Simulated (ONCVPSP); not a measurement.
# vanadium (V): ONCV pseudisation with BLYP, scalar-relativistic reference atom.

ONCVPSP 4.0.1 input, shortened (lines: element, Z, core and valence counts, functional; n l f; lmax; l rc ep ncon nbas qcut; lloc lpopt rc5 dvloc0; l nproj debl; icmod fcfact rcfact), BLYP, scalar-relativistic:

```
  V 23.00    5    2  -106131      upf
    1    0    2.00
    2    0    2.00
    2    1    6.00
    3    0    2.00
    3    1    6.00
    3    2    3.50
    4    0    1.50
    2
    0    2.80    0.00    3    7    2.20
    1    3.05    0.04    4    8    3.20
    2    1.25    0.00    4    9    9.80
    4    2    1.25    6.00
    0    2    2.60
    1    2    3.90
    2    2    1.80
    3    2.75    1.50
```

In the p channel the program set the typed energies aside and used 0.050, 3.950 Ha.

All-electron outer shells of the reference configuration (BLYP, scalar-relativistic, ld1.x):

```csv
shell,level (eV),outermost node (bohr),outermost maximum (bohr)
3p,-41.87,0.35,0.84
4s,-4.16,1.18,2.79
3d,-3.50,–,0.91
```

**Question.** Does the generator finish with these settings?

**Answer.** Yes, a potential is produced and its reference levels are reproduced.

**Question.** Estimate the cutoffs (Ha) at which the residual kinetic energy of the hardest occupied pseudo-wave falls to 1 and 0.1 mHa per electron.

**Answer.** 44 Ha and 90 Ha.

**Question.** What does a ghost test show?

**Answer.** No bound ghost flagged; GHOST(+) flagged for s at 95.7 eV.

**Question.** Which valence shell sets the plane-wave cutoff?

**Answer.** 3d: 44 Ha for 1 mHa per electron, against 3 Ha for 4s.

Its largest configuration-test error is -76 meV (3d3 4s0). 1 of 4 tests not solved or not reliable.
